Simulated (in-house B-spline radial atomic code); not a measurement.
Xe II (Xe+) is squeezed into an impenetrable sphere of radius R (the orbitals vanish at R). Caution: exact exchange at fractional occupations of open shells leaves self-interaction of up to several eV. Method: non-relativistic PBE0, spin-polarised, spherical fractional occupations, point nucleus. Calculated with a B-spline radial code for spherical atoms.

Energies in eV above the free ion in [Kr] 4d10 5s2 5p5:

```csv
R (bohr),highest level (eV),[Kr] 4d10 5s2 5p5,[Kr] 4d10 4f1 5s2 5p4,[Kr] 4d10 5s1 5p5 5f1,-dE/dV in [Kr] 4d10 5s2 5p5 (GPa)
9.02,-17.1,0.0003894,18.46,33.04,0.000871
5.61,-16.8,0.3656,21.1,41.89,1.92
5.01,-16.3,1.151,22.6,46.27,7.5
4.17,-14.2,5.645,28.25,58.68,52.7
3.39,-7.92,24.78,48.06,91.08,355
3.17,-4.4,37.83,60.87,109.6,627
2.79,5.55,79.8,100.9,163.8,1760
2.09,57.6,355,355.8,472.8,16200
1.86,101,617.5,597,748.7,38500
1.45,278,1885,1764,2027,229000
```

(1) Does [Kr] 4d10 4f1 5s2 5p4 fall below [Kr] 4d10 5s2 5p5 under compression?

(2) Does [Kr] 4d10 5s1 5p5 5f1 fall below [Kr] 4d10 5s2 5p5 under compression?

The highest level is first positive in the row R = 2.79 bohr, pushed up by confinement above the zero of the free ion's potential. Each configuration is held fixed and needn't be the lowest in the sphere.

Answers

(1) Yes, between R = 2.09 and 1.86 bohr the order changes (near 2.08 bohr by linear interpolation).

(2) No, it stays above over the whole range.
